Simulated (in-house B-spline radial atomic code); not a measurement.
Settings and results of a run for the rhenium ion Re³⁰⁺. Method: scalar-relativistic (X2C) TPSSh, spin-polarised, spherical fractional occupations, Fermi nucleus of rms radius 5.3698 fm. Calculated with a radial B-spline atomic code at the basis-set limit.

Command:
```bash
python run_scf.py task.json out
```
Settings (nuclear radius in fm, mass in u):
```
Z                75
configuration    [Kr] 4d9
hamiltonian      x2c
method           tpssh
spin_polarised   True
nucleus          fermi
rms_radius       5.3698
atomic_mass      186.95575
speed_of_light   137.035999084
```

Output (hartree, bohr):
```
 radial grid: 59 intervals, B-splines of order 8, outer radius 3.3876 bohr

 iter        energy (Eh)    residual
    1      -16246.994349    1.30e-01
    2      -16246.999538    1.81e-03
    3      -16246.999548    7.72e-04
    4      -16246.999549    3.40e-04
    5      -16246.999550    6.16e-05
    6      -16246.999550    5.30e-06
    7      -16246.999550    2.03e-07

 total energy                    -16246.99955
 kinetic                           18442.8594
 electron-nucleus                 -38786.0124
 Hartree                            4388.6462
 exact exchange                      -28.8869
 exchange-correlation               -263.6059

 orbital      occ     eigenvalue          <r>       <r^2>       <1/r>       r_max
 1s up      1.000     -2668.1923    0.0172228 0.000416388     97.6123     0.01029
 1s down    1.000     -2668.1923    0.0172228 0.000416387     97.6123     0.01029
 2s up      1.000      -496.4248    0.0754144  0.00679208     22.8136     0.06434
 2s down    1.000      -496.3873    0.0754118  0.00679167     22.8149     0.06433
 2p up      3.000      -439.6579    0.0677928  0.00563326     19.0104     0.05243
 2p down    3.000      -439.6255    0.0677895  0.00563275     19.0114     0.05242
 3s up      1.000      -146.2303     0.195977   0.0440241     8.25002      0.1818
 3s down    1.000      -146.2167     0.195957    0.044013     8.25018      0.1818
 3p up      3.000      -129.3262     0.195949   0.0445795     7.23657      0.1797
 3p down    3.000      -129.3084     0.195923   0.0445647     7.23685      0.1797
 3d up      5.000      -109.6017     0.178088   0.0370757     6.72382      0.1466
 3d down    5.000      -109.5664     0.178094   0.0370752     6.72321      0.1467
 4s up      1.000       -58.9011     0.413267    0.192138     3.68266      0.3995
 4s down    1.000       -58.8024     0.413344    0.192215     3.68157      0.3995
 4p up      3.000       -52.8561     0.428844    0.208107     3.31074      0.4133
 4p down    3.000       -52.7549      0.42899    0.208252      3.3091      0.4133
 4d up      5.000       -45.2681     0.435462    0.216893      3.0423      0.4127
 4d down    4.000       -45.1411     0.435741    0.217188     3.04049      0.4128
```

Run time, properties included: 0.73 s on 1 thread of Arm Neoverse N1, with other jobs on the host.

Caution: exact exchange at fractional occupations of open shells leaves self-interaction of up to several eV.

One-electron X2C: radii and densities carry no picture-change correction, so inner-shell <1/r> comes out high (for 1s by about 2 % at Z = 33, 5 % at 54, 10 % at 75, 30 % at 118) and <r> low.
